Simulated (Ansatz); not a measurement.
A run on C$_{2}$H$_{5}$BO (`BC(=C)O`) with other settings.

```yaml
crystal:
  periodic: [false, false, false]
  atoms:
    - {symbol: B, position_ang: [0.224646, 1.242845, 0.118693]}
    - {symbol: C, position_ang: [-0.088509, -0.258122, 0.152678]}
    - {symbol: C, position_ang: [0.095792, -1.008664, -0.946987]}
    - {symbol: O, position_ang: [-0.555475, -0.862804, 1.284103]}
    - {symbol: H, position_ang: [0.630784, 1.737971, -0.887241]}
    - {symbol: H, position_ang: [0.062310, 1.916862, 1.098874]}
    - {symbol: H, position_ang: [-0.114138, -2.073459, -0.961230]}
    - {symbol: H, position_ang: [0.464759, -0.542711, -1.849236]}
    - {symbol: H, position_ang: [-0.631668, -0.198220, 1.973245]}
basis:
  gaussian: {orbitals: def2-mTZVP}
hamiltonian: {xc: {name: PBE-QIDH}}
```

```sh
$ ansatz run in.yaml --threads 2 --pin off --events-out ev --progress --plain --max-ram 4352MiB
```

Output, abridged:

```
Functional definition: PBE-QIDH
918 factors; integrals over basis functions are off by at most 1.1e-3 eV
mean field evaluation 1: about -4862.5859 eV, gradient 3.7e1 eV
mean field evaluation 2: about -4862.5856 eV, gradient 3.7e1 eV
mean field evaluation 4: about -4865.4989 eV, gradient 3.6e0 eV
mean field evaluation 8: about -4865.5283 eV, gradient 5.8e-2 eV
mean field evaluation 16: about -4865.5283 eV, gradient 2.5e-5 eV
mean field -4865.52829621 eV, -178.8048669123 hartree, gradient 4.3e-6 eV, S^2 0.000000; 0 other end points of the search recorded, 0 dependent functions left out
4 core orbitals not correlated: weight in the atoms' cores, before any rotation towards them, 1.000 or more for the frozen orbitals, at most 0.000 for the correlated occupied ones
reference -4865.52830803 eV, -178.8048673465 hartree; 11, 11 occupied and 81, 81 virtual orbitals, 918 factors
second order -16.56903591 eV of doubles, -0.00000000 eV of singles
Total energy: -4871.05132000 eV, -179.0078342928 hartree
```

Run time 11 s (2 threads of an Intel Xeon on a shared host); peak host memory 0.39 GiB.
